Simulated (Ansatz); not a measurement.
`O=C=[N][GeH]([F])[Cl]` + `[SiH3]N[SiH3]` → `[F][GeH]([Cl])[N]([SiH3])[SiH3]` + `N=C=O`  (ligand exchange at a Ge–N bond)

Program: Ansatz. Geometries: PBE0-D4/def2-TZVP. ΔE: electronic, gas phase. CCSD(T)/CBS is the MP2 limit (def2-TZVPP, def2-QZVPP) plus CCSD(T) − MP2 in def2-TZVPP, frozen cores. This one scheme is used for every species. DFT in def2-TZVPP. For Ge outer-core shells are correlated without core-valence functions, which leaves a few kJ/mol of doubt a bond. Scalar relativity is left out up to krypton. Each species was taken in one conformer, which may not be the lowest.

`O=C=[N][GeH]([F])[Cl]`:

Cartesian coordinates in Å:
```
O -0.770 2.348 -1.557
C -0.521 1.614 -0.695
N -0.286 0.914 0.258
Ge 0.254 -0.780 0.564
F 1.962 -0.802 0.354
Cl -0.553 -2.084 -0.904
H -0.085 -1.210 1.980
```

`[SiH3]N[SiH3]`:

Z-matrix (Å, degrees):
```
Si
N 1 1.726
H 1 1.490 2 112.6
H 1 1.484 2 107.4 3 119.9
H 1 1.489 2 110.9 3 -120.0
Si 2 1.726 1 128.9 3 -109.8
H 2 1.011 1 115.5 3 66.2
H 6 1.490 2 112.6 1 109.8
H 6 1.484 2 107.4 1 -10.1
H 6 1.488 2 110.9 1 -130.1
```

`[F][GeH]([Cl])[N]([SiH3])[SiH3]`:

Z-matrix (Å, degrees):
```
Ge
Cl 1 2.135
N 1 1.810 2 111.4
F 1 1.730 2 106.0 3 -112.7
H 1 1.525 2 109.4 3 129.5
Si 3 1.747 1 120.4 2 -99.9
Si 3 1.739 1 119.1 2 73.6
H 6 1.488 3 105.3 1 172.2
H 6 1.483 3 111.6 1 -69.3
H 6 1.483 3 111.4 1 53.4
H 7 1.485 3 110.6 1 128.2
H 7 1.485 3 111.9 1 -110.3
H 7 1.489 3 106.7 1 9.1
```

`N=C=O`:

```xyz
4

N    -0.610    0.423    0.188
C     0.233   -0.430    0.045
O     0.964   -1.331   -0.009
H    -0.587    1.338   -0.224
```

```
          level  ΔE (kcal/mol)
        r2SCAN0            4.2
CCSD/def2-TZVPP            3.7
```

Problem. What does CCSD(T)/CBS give? (An estimate is asked.)

Solution. The calculation gave: +2.5 kcal/mol. The listed levels differ from it by 1.7, 1.2 kcal/mol.

Problem. What do rigid-rotor, harmonic-oscillator terms from PBE0-D4/def2-TZVP frequencies (298.15 K, 1 bar) make of the CCSD(T)/CBS value? (Estimate.)

Solution. The calculation gave: ΔZPE = -0.8 kcal/mol, ΔH = +1.8 kcal/mol, ΔS = -33 J/(mol·K), ΔG = +4.2 kcal/mol. Modes under 50 cm⁻¹ make the entropy rough.

Largest T1 diagnostic among the species: 0.018.

The D4 term adds −2.9 kcal/mol with B3LYP and −1.6 kcal/mol with PBE0; it sums over pairs of atoms, weighted by their polarisabilities, and B3LYP, whose exchange is more repulsive, gets the larger term. In def2-TZVPP, CCSD(T) changes the Hartree–Fock value by −5.8 kcal/mol (the triples alone add −0.8 kcal/mol) and MP2 by −5.8 kcal/mol. Leaving LDA and LC-ωPBE aside and taking each functional with its dispersion term where it has one, the values, not all of them listed here, spread over 2.5 kcal/mol, from PBE-D4 to B2PLYP. LDA lies −2.3 kcal/mol from PBE without D4.

B3LYP here is the variant with VWN-RPA as its local correlation; programs differ in this.
